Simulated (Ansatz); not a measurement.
Consider the formal exchange of groups at the Si–C bond: `NC([SiH3])S[SiH3]` + `N[SiH2]O[SiH3]` → `N[SiH2]O[SiH2][SiH3]` + `NCS[SiH3]`.

Calculated with Ansatz (gas phase, PBE0-D4/def2-TZVP geometries, no zero-point term in ΔE). CCSD(T)/CBS adds triple-zeta CCSD(T) − MP2 to the extrapolated MP2 energy (def2 sets, frozen cores). Functionals use def2-TZVPP. B3LYP here is the variant with VWN-RPA as its local correlation; programs differ in this. One conformer a species, not always the lowest.

CCSD(T)/CBS gives +0.4 kcal/mol.

Another level gave -2.2 kcal/mol. Which?
A. MP2/def2-TZVPP
B. PBE0/def2-TZVPP
C. B3LYP/def2-TZVPP
D. B2PLYP/def2-TZVPP

B. PBE0 -2.2, B2PLYP 0.8, MP2/def2-TZVPP 2.4, B3LYP -0.3 kcal/mol.

Largest T1 diagnostic among the species: 0.012.
